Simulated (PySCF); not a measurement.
## Sr²⁺ (strontium, charge +2): PBE calculation

Configuration: [Kr], closed-shell 1S. All numbers are calculated (PySCF 2.14, scalar relativity by spin-free X2C-1e, in aug-cc-pVDZ-X2C (7s6p4d, 45 functions)).

```json
{
  "Total energy": "-3178.26 hartree",
  "One-electron energy": "-4377.59 hartree",
  "Hartree (Coulomb) energy": "1304.54 hartree",
  "Exchange-correlation energy": "-105.21 hartree",
  "⟨S²⟩": "0.0000",
  "⟨L²⟩": "0.000",
  "Sum of ⟨r⟩": "22.31 bohr",
  "Sum of ⟨r²⟩": "26.33 bohr²",
  "Langevin diamagnetic susceptibility": "-20.9 ×10⁻⁶ cm³/mol",
  "Time after the integrals": "0.48 s of wall time on 1 thread of Neoverse-V1 (shared host)"
}
```

| shell | electrons | mean orbital energy (hartree) | rms radius, mean of both spins (bohr) |
| --- | --- | --- | --- |
| 1s | 2 | -585.45883 | 0.0450 |
| 2s | 2 | -79.74718 | 0.187 |
| 2p | 6 | -70.93127 | 0.166 |
| 3s | 2 | -12.77534 | 0.526 |
| 3p | 6 | -9.92801 | 0.537 |
| 3d | 10 | -5.22365 | 0.548 |
| 4s | 2 | -2.01718 | 1.45 |
| 4p | 6 | -1.34789 | 1.66 |

Densities and radii are taken from the X2C orbitals without a picture-change correction, which distorts them close to the nucleus.
